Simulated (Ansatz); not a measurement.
Relaxation of BrCl$_{4}$FH$_{2}$W (9 atoms, charge 0, multiplicity 1), to a largest force component of 0.03 eV/Å in at most 50 steps.

Computed with RKS PBE/def2-SVP (Ansatz).

```xyz
9
Properties=species:S:1:pos:R:3
W 0.381 0.517 -0.377
H -0.122 -0.487 2.340
Cl 2.508 0.178 -1.231
Cl 0.176 2.496 -1.540
Cl -1.724 0.776 0.545
F 0.555 -1.133 0.522
Cl -0.537 -0.661 -2.150
Br 1.409 1.717 1.618
H -0.062 -0.173 2.986
```

Where does it end, and by what steps?

The run converged. The force dipped under the threshold on the way, but the program's further checks kept it going. After 23 steps the energy has fallen by 0.353 eV; H9 moved furthest, 1.26 Å.

| step | energy less start (eV) | largest force component (eV/Å) | accepted |
| --- | --- | --- | --- |
| 0 | 0.0000 | 1.799 | yes |
| 1 | -0.2046 | 0.195 | yes |
| 2 | -0.2884 | 0.106 | yes |
| 3 | -0.3254 | 0.178 | yes |
| 4 | -0.3380 | 0.338 | yes |
| 5 | -0.3440 | 0.147 | yes |
| 6 | -0.3456 | 0.045 | yes |
| 7 | -0.3461 | 0.032 | yes |
| 8 | -0.3464 | 0.028 | yes |
| 9 | -0.3430 | 0.359 | no |
| 10 | -0.3469 | 0.111 | yes |
| 11 | -0.3470 | 0.296 | yes |
| 12 | -0.3478 | 0.113 | yes |
| 13 | -0.3499 | 0.044 | yes |
| 14 | -0.3504 | 0.007 | yes |
| 15 | -0.3488 | 0.375 | no |
| 16 | -0.3511 | 0.082 | yes |
| 17 | -0.3511 | 0.144 | no |
| 18 | -0.3514 | 0.068 | yes |
| 19 | -0.3516 | 0.047 | yes |
| 20 | -0.3519 | 0.151 | yes |
| 21 | -0.3521 | 0.121 | yes |
| 22 | -0.3527 | 0.006 | yes |
| 23 | -0.3531 | 0.024 | yes |

```xyz
9
Properties=species:S:1:pos:R:3
W 0.379 0.746 -0.606
H 0.023 -1.099 3.122
Cl 2.514 0.106 -1.257
Cl 0.385 2.498 -2.106
Cl -1.770 1.272 0.094
F 0.370 -0.700 0.610
Cl -0.515 -0.690 -2.201
Br 1.331 2.163 1.184
H -0.134 -1.067 3.874
```

Whether the end is a true minimum wasn't checked by a vibrational analysis.

Run time: 88 s on 4 threads of Arm Neoverse V1 (shared host), peak memory 0.29 GiB.
